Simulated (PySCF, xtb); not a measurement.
C6H5I, SMILES C#C/C=C(\I)C=C.

GFN2-xTB run with xtb at its own geometry gives an orbital gap of 2.84 eV and a dipole moment of 3.34 D.

Coordinates come from a PBE0-D3(BJ)/def2-SVP optimisation. The structure was generated by enumeration; whether it is a known compound was not checked. The def2 effective core potentials stand for the cores of I; spin–orbit coupling is left out. The values are those of a single conformer.

Q: What does PBE0/def2-TZVP (PySCF) give? (The exact figures need the calculation; the answer reports its results.)

A: gap 4.71 eV (levels -6.66 and -1.95 eV), dipole 1.08 D.
